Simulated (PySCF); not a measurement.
C3H9FInN. Atoms are numbered in the order given.

```xyz
15

In     0.0211     0.5138     0.0000
F      2.0106     0.7203     0.0000
C     -1.2320     2.2633     0.0000
H     -1.0030     2.8587    -0.9033
H     -1.0030     2.8587     0.9033
H     -2.2970     1.9675     0.0000
N     -0.2452    -1.5073     0.0000
C      0.9048    -2.3863     0.0000
C     -1.5245    -2.1746     0.0000
H      0.9208    -3.0539     0.8976
H      0.9208    -3.0539    -0.8976
H      1.8385    -1.7892     0.0000
H     -1.6588    -2.8322    -0.8961
H     -1.6588    -2.8322     0.8961
H     -2.3617    -1.4458     0.0000
```

The structure is a stationary point at PBE-D3(BJ)/def2-SVP. The def2 effective core potentials stand for the cores of In; spin–orbit coupling is left out. Other conformers were not sampled.

Calculation: M06-2X/def2-TZVP run with PySCF.

ESP charges are fitted to the potential on shells at 1.4 to 2.0 van der Waals radii. Atomic charges (e):

```tsv
atom	ESP fit	Löwdin	Mulliken
In1	1.08	0.58	1.03
F2	-0.55	-0.33	-0.58
C3	___	-0.53	-0.68
H4	___	0.14	0.17
H5	___	0.14	0.17
H6	___	0.13	0.17
N7	-0.23	-0.11	-0.46
C8	___	-0.35	-0.33
C9	___	-0.36	-0.31
H10	0.16	0.11	0.13
H11	0.16	0.11	0.13
H12	0.17	0.13	0.17
H13	0.19	0.11	0.14
H14	0.19	0.11	0.14
H15	0.15	0.12	0.12
```

### Question
Some entries are withheld; supply them. (The exact figures need the calculation; the answer reports its results.)

### Answer

- C3, ESP fit: -0.90
- H4, ESP fit: 0.23
- H5, ESP fit: 0.23
- H6, ESP fit: 0.21
- C8, ESP fit: -0.48
- C9, ESP fit: -0.58
